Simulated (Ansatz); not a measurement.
`N=C(S)N[SiH2]O` → `N=C[Si](N)(O)S`  (isomerisation)

Isolated molecules relaxed with PBE0-D4/def2-TZVP in Ansatz; ΔE leaves out vibrations. CCSD(T)/CBS is the MP2 limit (def2-TZVPP, def2-QZVPP) plus CCSD(T) − MP2 in def2-TZVPP, frozen cores. Functionals use def2-TZVPP. Each species was taken in one conformer, which may not be the lowest.

```json
{"level": "r2SCAN-D4", "ΔE (kcal/mol)": "-24.7"}
{"level": "CCSD(T)/def2-TZVPP", "ΔE (kcal/mol)": "-27.2"}
```

(1) What does CCSD(T)/CBS give? (Best estimate.)

Largest T1 diagnostic among the species: 0.013.

Results:

(1) The calculation gave: -28.1 kcal/mol. The listed levels differ from it by 3.4, 0.9 kcal/mol.

From PBE to PBE0 (25 % exact exchange), in def2-TZVPP and without D4, ΔE moves by −1.3 kcal/mol.
